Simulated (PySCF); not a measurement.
F3La, singlet, geometry from GFN2-xTB (such geometries of metal compounds can be far from the true shape) (core potentials on La).

Input for PySCF:
```python
from pyscf import gto, scf, dft

mol = gto.M(
    atom='''
La    0.031016   -0.056518   -0.134807
F    -1.708650   -0.894191    0.331449
F    -0.051073    1.901421   -0.459249
F     1.563287   -0.649281    0.981575
''',
    basis='def2-svpd',
    ecp={'La': 'def2-svpd'},
    charge=0,
    spin=0,
    verbose=4,
)

mf = dft.RKS(mol)
mf.xc = 'b3lyp5'
mf = mf.density_fit(auxbasis='def2-universal-jkfit')
mf.kernel()
```

Q: What does this run give for the Mulliken (on the basis functions themselves) charges in atom order, number of basis functions?

A: 
```json
{
  "Mulliken (on the basis functions themselves) charges in atom order": "La1 1.81, F2 -0.60, F3 -0.60, F4 -0.60",
  "number_of_basis_functions": "104"
}
```
